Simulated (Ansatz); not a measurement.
A run of Ansatz (development build ahead of 0.2.0) on quartet CrP at this shape:

```xyz
2

Cr    0.0000    0.0000    0.0000
P     0.0000    0.0000    2.2632
```

Its results:

```yaml
Converged: yes
Total_energy: -1385.68796 hartree
Spin_squared_of_the_determinant: 3.750
Stability_test: minimum among restricted orbitals
```

Task: Which input gives this output? Name the method, the orbitals and the basis set, and write the input.

Result: ωB97X (restricted open-shell) in pcseg-2.

```yaml
crystal:
  periodic: [false, false, false]
  atoms:
    - { symbol: Cr, position_ang: [0.0, 0.0, 0.0] }
    - { symbol: P, position_ang: [0.0, 0.0, 2.2632] }
basis:
  gaussian: { orbitals: pcseg-2 }
magnetization:
  initial_magnetization: 3
hamiltonian:
  xc: { name: wB97X }
```

Caution: no unrestricted run beside it, a lower state can exist; other spin multiplicities were not run.
